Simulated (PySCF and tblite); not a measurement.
The numbers below are computed, except where a source is named.
Rotation: stationary points, barriers and rates

System: C4H11BN2O, numbered as in [CH2:1]=[CH:2][N:3]([CH3:4])[B:5]([NH2:6])[O:7][CH3:8].

Motion: rotation about the B5–N3 bond (torsion N6–B5–N3–C2 from 0° to 176°, rising). Geometries: GFN2-xTB; energies: PBE/pcSseg-1 + D3(BJ); zero-point and thermal terms from GFN2-xTB harmonic modes (soft modes blended into free rotors). Rates follow Eyring's equation with the number of equivalent paths and no tunnelling. (PySCF 2.14 with density fitting, tblite 0.8.)

| point | symmetry | E(GFN2) kcal/mol | E(DFT) kcal/mol | ZPE change kcal/mol | lowest mode cm⁻¹ | dipole D |
| --- | --- | --- | --- | --- | --- | --- |
| start | Cs | 0.0 | 0.0 | 0.00 | 44 | 2.66 |
| saddle | C1 | 8.8 | 9.4 | -0.50 | 88i | 4.01 |
| end | C1 | 1.0 | 0.6 | -0.11 | 20 | 3.40 |

```
Electronic barrier                                      : 9.4 kcal/mol
Barrier with zero-point energy                          : 8.9 kcal/mol
ΔH‡ (298 K)                                             : 8.5 kcal/mol
ΔS‡ (298 K, symmetry apart)                             : -2.0 cal/(mol K)
Paths                                                   : 2 equivalent paths
End point                                               : a different minimum
Mean lifetime of the start against this motion at 298 K : 390 ns
Cost                                                    : 3.9 min on 1 thread of Arm Neoverse N1, on a host shared with other jobs (rough), peak memory 0.72 GiB, launched as `OMP_NUM_THREADS=1 python ens_run.py task.json out`
```

```
T/K  ΔG‡ kcal/mol    k s⁻¹  ΔG kcal/mol  k back s⁻¹
150           8.9      0.6          0.3        0.87
200           9.0     1290          0.3        1240
250           9.0  1.3×10⁵          0.2     9.7×10⁴
298           9.1  2.6×10⁶          0.1     1.6×10⁶
350           9.2  2.6×10⁷          0.1     1.4×10⁷
400           9.3  1.3×10⁸          0.0     6.8×10⁷
500           9.6  1.4×10⁹         -0.1     6.2×10⁸
```

ΔG and ΔG‡ leave out symmetry numbers and mirror images; rates count paths: 2 out, 1 back.
